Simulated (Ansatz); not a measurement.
Species: trichloro(methyl)germane, CH3Cl3Ge (charge 0, singlet). 
Structure (B3LYP-D3(BJ)/def2-TZVP (Ansatz, a first-principles code) minimum search):
```
Ge
C 1 1.9387
H 2 1.0883 1 108.78
H 2 1.0883 3 110.15 1 119.14
H 2 1.0883 3 110.15 4 121.71
Cl 1 2.1538 2 111.25 3 -60.00
Cl 1 2.1538 2 111.25 3 -180.00
Cl 1 2.1538 2 111.25 3 60.00
```

Basis-set convergence of Hartree-Fock and CCSD(T) correlation energies (hartree) with Ansatz. Valence correlation only, unless marked. Spin-orbit coupling is left out. Frozen are the shells of the preceding noble gas and the d and f shells that filled before the atom's block. No relativistic terms.

```
basis       functions        E(HF)  E(corr, CCSD(T))
----------  ---------  -----------  ----------------
def2-SVP          115  -3492.90657          -0.70049
def2-TZVPP        247  -3493.69338          -0.95294
def2-QZVPP        446  -3493.77482          -1.03118
```

Extrapolating the two largest sets (X = 3 and 4) as X^-3: E(corr) = (64·(-1.03118) - 27·(-0.95294))/37 = -1.0883 Eh, an estimate of the basis-set limit. The largest set recovers 94.8 % of it, the smallest 64.4 %.
